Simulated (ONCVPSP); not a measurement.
Which setting gave this result? (praseodymium (Pr), ONCV)

Base potential:

| Property | Result |
| --- | --- |
| Element | praseodymium |
| Generator | ONCVPSP 4.0.1 |
| Type | optimised norm-conserving Vanderbilt (ONCV) |
| Functional | BLYP |
| Relativity | scalar-relativistic |
| Frozen core | [Kr] 4d10 4f2 |
| Valence charge | 11 |
| Reference configuration | 5s2 5p6 5d1 6s2 |
| Partial waves | 5s+6s: rc 2.60 bohr, ncon 4, nbas 9, qcut 5.4 1/bohr, 2 projectors; 5p: rc 2.45 bohr, ncon 4, nbas 7, qcut 4.8 1/bohr, 2 projectors, debl 2.3 Ha; 5d: rc 3.60 bohr, ncon 5, nbas 10, qcut 5 1/bohr, 2 projectors, debl 0.8 Ha |
| Local potential | polynomial inside 1.60 bohr (lpopt 5, dvloc0 1 Ha) |
| Core correction | Teter function, fcfact 3.75, rcfact 1.55 |

Cutoffs, loose and tight: the cutoffs (Ha) at which the residual kinetic energy of the hardest occupied pseudo-wave falls to 1 and 0.1 mHa per electron. They do not see the model core or the augmentation charge, which bear on the density cutoff. Test errors are all-electron minus pseudo excitation energies from the reference, over the configurations 5s2 5p6 5d1 6s1; 5s2 5p6 5d1 6s0; 5s2 5p6 5d0 6s0; 5s2 5p6 5d1 6s0 6p2; variants that change the core or the reference have their own tests.

Only the scale of all radii but the core radius (base = 1) is moved:

```csv
scale of all radii but the core radius (base = 1),"cutoff, loose","cutoff, tight",bound ghosts,largest test error (meV)
0.81,12 Ha,33 Ha,s,-63
0.88,10 Ha,18 Ha,none,-63
0.99,8.6 Ha,11 Ha,none,-55
1.08,7.4 Ha,9.5 Ha,none,-45
1.3,6.2 Ha,7.8 Ha,none,+27
```

**Question.** One more run gave cutoff, loose: 6.2 Ha; cutoff, tight: 8.5 Ha; bound ghosts: none; largest test error (meV): -25. Which value of the scale of all radii but the core radius (base = 1) was used?

**Answer.** 1.17. The tight cutoff moves one way along this sweep, from 33 Ha at 0.81 to 7.8 Ha at 1.3, which places the run between 1.08 and 1.3.
